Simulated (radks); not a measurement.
Values are calculated unless marked as measured or tabulated.
Neutral bismuth, 83 electrons, occupied as [Hg] 6p3.

Level of theory: scalar-relativistic Kohn-Sham, r2SCAN, spin-polarised, spherical densities, finite nucleus; open shells are filled with parallel spins first (spin-orbit coupling, left out, can overturn this in heavy ions); meta-GGA in the generalised Kohn-Sham scheme; Fermi nuclear charge, rms radius 5.5211 fm (a radial shooting solver on a logarithmic mesh with Libxc functionals).

Energy parts (hartree):
part                       energy
total                 -21526.8748
kinetic                24400.2242
electron-nucleus      -53795.7453
Hartree                 8263.8544
exchange-correlation    -395.2082

Orbitals (lengths in bohr, moments of r in powers of bohr; r(90%) holds 90 % of the orbital's charge):
| orbital | occ. | eigenvalue (hartree) | r(90%) |
|---|---|---|---|
| 1s up | 1 | -3334.170 | 0.0290 |
| 1s down | 1 | -3334.168 | 0.0290 |
| 2s up | 1 | -600.2027 | 0.103 |
| 2s down | 1 | -600.2027 | 0.103 |
| 2p up | 3 | -513.4744 | 0.0989 |
| 2p down | 3 | -513.4734 | 0.0989 |
| 3s up | 1 | -145.3239 | 0.252 |
| 3s down | 1 | -145.3233 | 0.252 |
| 3p up | 3 | -120.4404 | 0.260 |
| 3p down | 3 | -120.4396 | 0.260 |
| 3d up | 5 | -95.35779 | 0.244 |
| 3d down | 5 | -95.35698 | 0.244 |
| 4s up | 1 | -33.61510 | 0.540 |
| 4s down | 1 | -33.61341 | 0.540 |
| 4p up | 3 | -25.42772 | 0.582 |
| 4p down | 3 | -25.42600 | 0.582 |
| 4d up | 5 | -16.01015 | 0.628 |
| 4d down | 5 | -16.00816 | 0.628 |
| 4f up | 7 | -5.66029 | 0.698 |
| 4f down | 7 | -5.65792 | 0.697 |
| 5s up | 1 | -5.89766 | 1.19 |
| 5s down | 1 | -5.89219 | 1.19 |
| 5p up | 3 | -3.60086 | 1.37 |
| 5p down | 3 | -3.59790 | 1.37 |
| 5d up | 5 | -1.01650 | 1.88 |
| 5d down | 5 | -1.00703 | 1.84 |
| 6s up | 1 | -0.57464 | 3.25 |
| 6s down | 1 | -0.49244 | 3.13 |
| 6p up | 3 | -0.20357 | 4.48 |
| 6p down | 0 | -0.09383 | 4.33 |

The highest occupied level is 6p up at -5.539 eV. Spin moment in Bohr magnetons: 3.
